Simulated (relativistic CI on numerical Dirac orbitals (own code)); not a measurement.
**Cu⁴⁺ in a cubic cluster: L2,3 absorption with charge transfer**

Computed with a charge-transfer multiplet model of a cubic metal-ligand cluster with up to 2 ligand holes, Slater and spin-orbit integrals from Dirac-Coulomb-Breit ions, Slater integrals scaled by 0.8. The ground state mixes d7 with configurations of k ligand holes L, whose averages lie at kΔ + k(k − 1)U_dd/2; a core hole lowers each added d electron by U_cd. 300 K, Lorentzian 0.4 eV and Gaussian 0.3 eV FWHM.

Atomic integrals in eV (Slater integrals scaled, ζ unscaled), ground: F2dd 11.838, F4dd 7.422, zeta_d 0.120; with the core hole: F2dd 12.413, F4dd 7.786, zeta_d 0.150, zeta_core 13.370, F2cd 7.564, G1cd 5.867, G3cd 3.340.

Cluster parameters (eV): Δ = -0.7, U_dd = 7.8, 10Dq = 1.65, 10Dq(ligand) = 1.5, V(eg) = 2.15, V(t2g) = -0.93, final-state hopping factor = 0.9.

```tsv
Case	n_d	d7	d8L	d9L2	S
U_cd = 8.3 eV	7.80	0.28	0.65	0.08	0.52
U_cd = 8.9 eV	7.80	0.28	0.65	0.08	0.52
U_cd = 10.1 eV	7.80	0.28	0.65	0.08	0.52
U_cd = 10.7 eV	7.80	0.28	0.65	0.08	0.52
U_cd = 11.3 eV	7.80	0.28	0.65	0.08	0.52
```

Weights, n_d and S are thermal averages at 300 K. Photon energies count from the first peak over 30 % of the highest in each spectrum, which can be another peak from case to case. The parameters are a model scan and need not match a compound or its usual spin state. Peaks in eV (height, largest 100):
- U_cd = 8.3 eV: -0.8 (29), 0.0 (100), 1.8 (18), 3.0 (13), 4.7 (5), 19.6 (14), 20.6 (57), 22.1 (8)
- U_cd = 8.9 eV: 0.0 (31), 0.8 (100), 2.5 (16), 3.7 (12), 4.8 (6), 20.4 (14), 21.3 (56), 22.9 (8)
- U_cd = 10.1 eV: 0.0 (100), 1.6 (13), 2.9 (11), 7.4 (6), 20.5 (52), 22.2 (7)
- U_cd = 10.7 eV: 0.0 (100), 1.6 (12), 2.9 (10), 6.7 (6), 7.4 (9), 20.6 (51), 22.3 (7)
- U_cd = 11.3 eV: 0.0 (100), 1.6 (11), 2.8 (9), 5.5 (5), 7.1 (11), 20.5 (50), 22.3 (7), 27.0 (5)

Curve for U_cd = 11.3 eV (points under 2 left out, the grid thinned):

```tsv
E (eV)	Intensity
-2.0	2.2
-1.6	3.4
-1.2	6.7
-0.9	14.9
-0.5	42.3
-0.1	92.0
0.3	82.2
0.6	53.7
1.0	15.8
1.4	10.8
1.8	10.2
2.2	7.9
2.5	7.7
2.9	9.3
3.3	6.2
3.7	4.8
4.0	4.1
4.4	3.8
4.8	3.2
5.2	3.4
5.5	5.2
5.9	3.3
6.3	4.6
6.7	9.4
7.1	11.4
7.4	8.0
7.8	2.7
9.9	2.9
10.3	2.3
19.2	3.6
19.6	10.5
20.0	17.1
20.4	42.8
20.7	41.6
21.1	9.6
21.5	4.2
21.9	4.2
22.3	6.7
22.6	5.0
23.0	3.1
23.4	2.1
25.9	2.8
26.7	3.2
27.1	5.1
27.5	2.3
```

For the case U_cd = 10.1 eV, Δ = -0.7 eV is smaller than U_dd = 7.8 eV, the charge-transfer side of the Zaanen-Sawatzky-Allen scheme (negative Δ: between configuration averages a ligand hole costs less than the nominal valence; multiplet and field energies can change this for the lowest states). With the core hole the configuration with one ligand hole lies at Δ + U_dd − U_cd = -1.2, -1.8, -3.0, -3.6, -4.2 eV from the one without, in the order of the table; where this is negative the screened configuration lies lower, though the effective hopping of about 2.9 eV (from the holes of the mixed ground state) mixes the two strongly wherever it is as large as the gap.
